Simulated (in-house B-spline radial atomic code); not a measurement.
The numbers below are computed, except where a source is named.
## Softness against transferability: the 4p channel of Ga

Ga, [Ar] 3d10 4s2 4p1, non-relativistic LDA (VWN5), spherical and spin-unpolarised, from an all-electron radial atomic-structure program (B-spline basis) (atomic units). The all-electron 4p level is ε = -0.101634 hartree, its outermost node lies just inside 0.89 bohr and its outer maximum at 2.53 bohr.

Troullier-Martins pseudo-orbitals are made for several radii. The cutoffs (hartree) are the plane-wave energies beyond which the orbital holds less than the named kinetic energy per electron. The phase error is the difference, pseudo minus all-electron, of arctan(R P'/P) at R = 3.84 bohr for all radii, half a hartree below and above the level.

```tsv
r_c (bohr)	V_l(0) (hartree)	cutoff for 10 mEh	for 1 mEh	for 0.1 mEh	phase error at ε − 0.5 (mrad)	at ε + 0.5 (mrad)
1.9	-0.27	1.48	5.12	8.49	-0.1	-4.2
2.2	-0.03	1.48	5.25	8.32	-0.1	-4.1
2.53	-0.47	1.48	2.6	6.92	-0.1	-6.6
2.86	-0.76	1.48	2.25	5.38	-0.2	-11.4
3.19	-0.90	1.48	2.25	3.08	-0.3	-17.2
3.54	-0.96	1.48	2.33	3.08	-0.5	-21.9
```

Which radius needs the lowest cutoff for 0.1 mEh while both phase errors stay within 11.5 mrad?

The radii within that limit are 1.9, 2.2, 2.53, 2.86 bohr; of these r_c = 2.86 needs the least, 5.38 hartree, that is 10.8 Ry or 146 eV.

What does the larger radius buy, and what does it cost?

From r_c = 1.9 to 3.54 bohr the cutoff for 1 mEh goes from 5.12 to 2.33 hartree, a factor of 2.20, against 3.47 for a pure 1/r_c² scaling, end to end; step by step it is 5.12, 5.25, 2.6, 2.25, 2.25, 2.33, and for 0.1 mEh 8.49, 8.32, 6.92, 5.38, 3.08, 3.08; the number of plane waves goes as the cutoff to the power 3/2, here a factor of 3.3. The larger of the two phase errors is least at r_c = 2.2 bohr, 4.1 mrad; it is 4.2 at the smallest radius and 21.9 at the largest. These errors test the reference atom alone. Large radii also let the cores of neighbours overlap, which an atom doesn't show.
